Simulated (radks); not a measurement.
Values are calculated unless marked as measured or tabulated.
The boron ion B2+ inside a hard spherical wall (all orbitals vanish at R), configuration held at [He] 2s1 and not refilled when levels cross. Code: a radial shooting solver on a logarithmic mesh with Libxc functionals. Model: scalar-relativistic Kohn-Sham, PBE, spin-polarised, spherical densities, point nucleus; open shells are filled with parallel spins first. Eigenvalues in eV for spin up, with the zero of energy where the potential of the charges vanishes at infinity; a dash marks a level that is unbound or too diffuse for the functional's potential to be trusted. A positive occupied level is held by the wall or, in an anion where self-interaction has pushed it up, behind a barrier. The pressure on the wall is -dE/dV.

| R (bohr) | E (hartree) | kinetic (hartree) | e(1s) | e(2s) | e(2p, empty) | e(3s, empty) | pressure (GPa) |
|---|---|---|---|---|---|---|---|
| free | -23.39663 | 23.358 | -211.34 | -32.666 | -26.546 | - | 0 |
| 15 | -23.39663 | 23.358 | -211.34 | -32.666 | -26.546 | - | < 0.0001 |
| 10 | -23.39663 | 23.358 | -211.34 | -32.666 | -26.546 | - | < 0.0001 |
| 8 | -23.39663 | 23.358 | -211.34 | -32.666 | -26.546 | -10.601 | < 0.0001 |
| 7 | -23.39663 | 23.358 | -211.34 | -32.666 | -26.545 | -10.222 | 0.000641 |
| 6 | -23.39656 | 23.359 | -211.34 | -32.661 | -26.538 | -9.144 | 0.0120 |
| 5 | -23.39574 | 23.368 | -211.29 | -32.618 | -26.477 | -6.110 | 0.208 |
| 4 | -23.38696 | 23.436 | -210.94 | -32.251 | -26.040 | 2.614 | 3.23 |
| 3 | -23.31028 | 23.818 | -209.28 | -29.619 | -23.464 | 29.538 | 47.5 |
| 2 | -22.67841 | 25.775 | -203.34 | -10.550 | -8.713 | 132.19 | 919 |
